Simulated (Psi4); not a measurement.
C2H7BeN (SMILES C[CH2][Be][NH2]), singlet, at a GFN2-xTB geometry (such geometries of metal compounds can be far from the true shape), atoms displaced at random by about 0.03 Å a coordinate; B3LYP/6-31G, gradient (Psi4 1.11).

Input for Psi4:
```
memory 2 GB

molecule {
0 1
Be   -0.14449472    0.23423208    0.75412507
C     0.74494791   -0.78220546   -0.24793078
C     0.29586630   -0.77467947   -1.66063793
H     0.62716963   -1.83903644    0.12377274
H     1.86970836   -0.65987110   -0.23479937
H     0.47187438    0.22105171   -2.06862789
H    -0.74136443   -0.96434658   -1.74790820
H     0.86131625   -1.42930352   -2.27536074
N    -0.91081897    1.35314741    1.54442628
H    -0.91196461    1.48930952    2.54514772
H    -1.58872866    1.97569345    1.16605577
symmetry c1
no_reorient
no_com
}

set {
  basis 6-31g
}

gradient('b3lyp')
print_variables()
```

Question: What does Psi4 print? Leave out banner, timings and long lists.

Answer: 
```
gradient() will perform analytic gradient computation.

   => Loading Basis Set <=

    Name: 6-31G
    Role: ORBITAL
    Keyword: BASIS

         ---------------------------------------------------------
                                   SCF
               by Justin Turney, Rob Parrish, Andy Simmonett
                          and Daniel G. A. Smith
                              RKS Reference
         ---------------------------------------------------------

  ==> Geometry <==

    Molecular point group: c1
    Full point group: C1

    Geometry (in Angstrom), charge = 0, multiplicity = 1:

       Center              X                  Y                   Z               Mass
    ------------   -----------------  -----------------  -----------------  -----------------
         BE          -0.144494720000     0.234232080000     0.754125070000     9.012183065000
         C            0.744947910000    -0.782205460000    -0.247930780000    12.000000000000
         C            0.295866300000    -0.774679470000    -1.660637930000    12.000000000000
         H            0.627169630000    -1.839036440000     0.123772740000     1.007825032230
         H            1.869708360000    -0.659871100000    -0.234799370000     1.007825032230
         H            0.471874380000     0.221051710000    -2.068627890000     1.007825032230
         H           -0.741364430000    -0.964346580000    -1.747908200000     1.007825032230
         H            0.861316250000    -1.429303520000    -2.275360740000     1.007825032230
         N           -0.910818970000     1.353147410000     1.544426280000    14.003074004430
         H           -0.911964610000     1.489309520000     2.545147720000     1.007825032230
         H           -1.588728660000     1.975693450000     1.166055770000     1.007825032230

  Running in c1 symmetry.

  Rotational constants: A =      0.82321  B =      0.10692  C =      0.09807 [cm^-1]
  Rotational constants: A =  24679.17114  B =   3205.41064  C =   2940.06512 [MHz]
  Nuclear repulsion =   93.492505323459142

  Charge       = 0
  Multiplicity = 1
  Electrons    = 30
  Nalpha       = 15
  Nbeta        = 15

  ==> Algorithm <==

  SCF Algorithm Type is DF.
  DIIS enabled.
  MOM disabled.
  Fractional occupation disabled.
  Guess Type is SAD.
  Energy threshold   = 1.00e-08
  Density threshold  = 1.00e-08
  Integral threshold = 1.00e-12

  ==> Primary Basis <==

  Basis Set: 6-31G
    Blend: 6-31G
    Number of shells: 34
    Number of basis functions: 50
    Number of Cartesian functions: 50
    Spherical Harmonics?: false
    Max angular momentum: 1

  ==> DFT Potential <==

   => LibXC <=

    Version 7.1.2
    S. Lehtola, C. Steigemann, M. J. T. Oliveira, and M. A. L. Marques,  SoftwareX 7, 1–5 (2018) (10.1016/j.softx.2017.11.002)

   => Composite Functional: B3LYP <=

    B3LYP Hyb-GGA Exchange-Correlation Functional

    P. J. Stephens, F. J. Devlin, C. F. Chabalowski, and M. J. Frisch,  J. Phys. Chem. 98, 11623 (1994) (10.1021/j100096a001)

    Deriv               =              1
    GGA                 =           TRUE
    Meta                =          FALSE

    Exchange Hybrid     =           TRUE
    MP2 Hybrid          =          FALSE

   => Exchange Functionals <=

    0.0800   Slater exchange
    0.7200         Becke 88

   => Exact (HF) Exchange <=

    0.2000               HF

   => Correlation Functionals <=

    0.1900   Vosko, Wilk & Nusair (VWN5_RPA)
    0.8100   Lee, Yang & Parr

   => LibXC Density Thresholds  <==

    XC_HYB_GGA_XC_B3LYP:  1.00E-15

   => Molecular Quadrature <=

    Radial Scheme          =       TREUTLER
    Pruning Scheme         =           NONE
    Nuclear Scheme         =       TREUTLER

    Blocking Scheme        =         OCTREE
    BS radius alpha        =              1
    Pruning alpha          =              1
    Radial Points          =             75
    Spherical Points       =            302
    Total Points           =         236455
[...]
  @DF-RKS Final Energy:  -149.92738277252340
    Total Energy =                       -149.9273827725234014
[...]
         H           -0.741364430000    -0.964346580000    -1.747908200000     1.007825032230
         H            0.861316250000    -1.429303520000    -2.275360740000     1.007825032230
         N           -0.910818970000     1.353147410000     1.544426280000    14.003074004430
         H           -0.911964610000     1.489309520000     2.545147720000     1.007825032230
         H           -1.588728660000     1.975693450000     1.166055770000     1.007825032230

  Nuclear repulsion =   93.492505323459142

  ==> Basis Set <==

  Basis Set: 6-31G
    Blend: 6-31G
    Number of shells: 34
    Number of basis functions: 50
    Number of Cartesian functions: 50
    Spherical Harmonics?: false
    Max angular momentum: 1

  ==> DFJKGrad: Density-Fitted SCF Gradients <==

    Gradient:                    1
    J tasked:                  Yes
    K tasked:                  Yes
    wK tasked:                  No
    Integrals threads:           1
    Schwarz Cutoff:          1E-12
    Fitting Condition:       1E-10

   => Auxiliary Basis Set <=

  Basis Set: (6-31G AUX)
    Blend: CC-PVDZ-JKFIT + DEF2-UNIVERSAL-JKFIT
    Number of shells: 152
    Number of basis functions: 478
    Number of Cartesian functions: 478
    Spherical Harmonics?: false
    Max angular momentum: 3

  ==> DFT Potential <==

   => LibXC <=

    Version 7.1.2
    S. Lehtola, C. Steigemann, M. J. T. Oliveira, and M. A. L. Marques,  SoftwareX 7, 1–5 (2018) (10.1016/j.softx.2017.11.002)

   => Composite Functional: B3LYP <=

    B3LYP Hyb-GGA Exchange-Correlation Functional

    P. J. Stephens, F. J. Devlin, C. F. Chabalowski, and M. J. Frisch,  J. Phys. Chem. 98, 11623 (1994) (10.1021/j100096a001)

    Deriv               =              1
    GGA                 =           TRUE
    Meta                =          FALSE

    Exchange Hybrid     =           TRUE
    MP2 Hybrid          =          FALSE

   => Exchange Functionals <=

    0.0800   Slater exchange
    0.7200         Becke 88

   => Exact (HF) Exchange <=

    0.2000               HF

   => Correlation Functionals <=

    0.1900   Vosko, Wilk & Nusair (VWN5_RPA)
    0.8100   Lee, Yang & Parr

   => LibXC Density Thresholds  <==

    XC_HYB_GGA_XC_B3LYP:  1.00E-15

   => Molecular Quadrature <=

    Radial Scheme          =       TREUTLER
    Pruning Scheme         =           NONE
    Nuclear Scheme         =       TREUTLER

    Blocking Scheme        =         OCTREE
    BS radius alpha        =              1
    Pruning alpha          =              1
    Radial Points          =             75
    Spherical Points       =            302
    Total Points           =         236455
    Total Blocks           =           1807
    Max Points             =            256
    Max Functions          =             49
    Weights Tolerance      =       1.00E-15

  -Total Gradient:
     Atom            X                  Y                   Z
    ------   -----------------  -----------------  -----------------
       1        0.007863378920    -0.029717969821    -0.015883572767
       2       -0.026378149112     0.029053377450    -0.037519229289
       3       -0.005872339207    -0.031369431187     0.016272077466
       4       -0.000496282689    -0.009677079147    -0.001330409793
       5        0.017134541965    -0.005476850672    -0.005709750538
       6        0.002447856951    -0.006098372502     0.007703537159
       7        0.026052856273     0.009036515280     0.007115762696
       8       -0.008383701651     0.020326305949     0.015798124839
       9       -0.017371212215     0.030023744553     0.004962722685
      10       -0.005696830007     0.003937096222    -0.005391966818
      11        0.010731524318    -0.009993351264     0.013981612783

  Variable Map:
  ----------------------------------------------------------------------------
[...]
  Array Variable Map:
  ----------------------------------------------------------------------------
[...]
[...]
```
